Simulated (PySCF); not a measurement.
## Deuteron quadrupole couplings in `C=C[CH2][AlH][CH2][SiH3]`

Compound: C4H11AlSi.
Geometry (PBE0-D3(BJ)/def2-SVP, Å), atoms numbered from 1 in this order:
```
atom  x, y, z in Å
C1     1.5990    0.7175   -0.6771
C2     2.0241   -0.4819   -0.0284
C3     1.2735   -1.1929    0.8972
Al4    0.1280   -0.7423   -1.0309
C5    -1.6741   -0.2227   -0.4369
Si6   -1.8709    1.2139    0.7386
H7     1.0463    1.4573   -0.0831
H8     2.2542    1.1432   -1.4400
H9     2.8349   -1.0363   -0.5213
H10    0.5411   -0.6819    1.5336
H11    1.5978   -2.1844    1.2177
H12    0.3833   -1.7826   -2.2001
H13   -2.1492   -1.1163    0.0068
H14   -2.2502    0.0049   -1.3528
H15   -1.3370    2.4774    0.1363
H16   -3.2981    1.4615    1.1200
H17   -1.1096    0.9776    2.0097
```

Level: PBE0/pcSseg-1 (PySCF, non-relativistic); Q(2H) = 0.00286 b; rigid geometry, the same for H and D, with no vibrational averaging.

Problem. Rank these positions by the coupling χzz of a deuteron there, largest first.
A. H12 (Al–H hydrogen)
B. H14 (methylene hydrogen)
C. H11 (methylene hydrogen)
D. H15 (Si–H hydrogen)
E. H9 (vinylic hydrogen)

Solution. C (210 kHz), B (199 kHz), E (193 kHz), D (93 kHz), A (75 kHz).

Problem. Tabulate Vzz, the asymmetry η and χzz = 234.96 MHz × Q × Vzz for every hydrogen position.

Solution. 
```
atom  bonded to  bond length (Å)  Vzz (au)     η  χzz (kHz)
  H7         C1            1.098    0.3018  0.11        203
  H8         C1            1.092    0.3139  0.10        211
  H9         C2            1.099    0.2878  0.01        193
 H10         C3            1.097    0.2992  0.10        201
 H11         C3            1.091    0.3125  0.09        210
 H12        Al4            1.586    0.1115  0.03         75
 H13         C5            1.105    0.2981  0.03        200
 H14         C5            1.106    0.2964  0.03        199
 H15        Si6            1.498    0.1391  0.01         93
 H16        Si6            1.498    0.1389  0.01         93
 H17        Si6            1.500    0.1379  0.04         93
```

Problem. Average by the element that carries the hydrogen.

Solution. on C: 203 kHz over 7 positions, mean bond length 1.098 Å; on Al: 75 kHz over 1 position, mean bond length 1.586 Å; on Si: 93 kHz over 3 positions, mean bond length 1.499 Å.

Problem. How does χzz go with the bond length over the 7 C–H bonds?

Solution. A straight-line fit has a slope of -7.8 kHz for each 0.01 Å, with a correlation coefficient of -0.71, over lengths from 1.091 to 1.106 Å.

One conformer (not necessarily the lowest) at the PBE0-D3(BJ)/def2-SVP geometry, without solvent, vibrations or thermal averaging. The basis is small and wasn't made for field gradients, so the couplings can be 20 % off.
